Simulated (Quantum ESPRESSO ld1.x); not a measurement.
All-electron atom: the hafnium ion Hf36+ in [Kr].

Calculated with ld1.x of Quantum ESPRESSO 7.5: scalar-relativistic Kohn-Sham, LDA (Slater exchange, VWN5 correlation), spin-unpolarised, spherical densities, point nucleus.

Energy parts (Ry):
part                      energy
total                 -28635.364
kinetic                31520.597
electron-nucleus      -66283.832
Hartree                 6604.133
exchange-correlation    -476.262

Orbitals (lengths in bohr, moments of r in powers of bohr; r(max) is where P^2 peaks):
orbital  occ.  eigenvalue (Ry)  r(max)       <r^4>
1s          2         -4907.18   0.012   6.633e-07
2s          2         -932.931   0.068   0.0001005
2p          6         -833.285   0.056  0.00007787
3s          2         -295.888   0.192    0.003543
3p          6         -266.064   0.189    0.003721
3d         10         -231.552   0.153    0.002794
4s          2         -133.808   0.413     0.05503
4p          6         -122.753   0.423     0.06311

The highest occupied level is 4p at -1670.1 eV. Summed over all electrons, <r^2> = 2.517 bohr^2, which gives a Langevin (diamagnetic) susceptibility term of -1.99 x 10^-6 cm^3/mol. The density falls to 0.001 e/bohr^3 at r = 1.09 bohr.
